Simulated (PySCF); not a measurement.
C₃H₈O₃Si, SMILES COC[SiH2]C(=O)O (GFN2-xTB optimised geometry):

```
15

C      1.416    -1.617    -0.082
O      0.857    -0.332     0.000
C     -0.558    -0.332     0.000
Si    -1.036     1.514     0.000
C     -0.372     2.217    -1.661
O     -0.626     1.792    -2.760
O      0.435     3.267    -1.476
H      1.116    -2.120    -1.010
H      1.107    -2.237     0.770
H      2.497    -1.493    -0.069
H     -0.938    -0.872     0.879
H     -0.939    -0.853    -0.890
H     -2.497     1.647     0.009
H     -0.376     2.237     1.082
H      0.784     3.595    -2.325
```

Method: B3LYP/def2-TZVP run with PySCF.

Question: What are the frontier orbital energies and the dipole moment?

Answer: HOMO-2 -8.53 eV, HOMO-1 -7.49 eV, HOMO -7.46 eV, LUMO -0.85 eV, LUMO+1 0.60 eV; dipole moment 1.46 D.

Meta-Löwdin charges at B3LYP/def2-TZVP: C1 -0.11, O2 -0.40, C3 -0.22, Si4 0.63, C5 0.32, O6 -0.45, O7 -0.46, H8 0.10, H9 0.09, H10 0.12, H11 0.10, H12 0.11, H13 -0.10, H14 -0.09, H15 0.35.
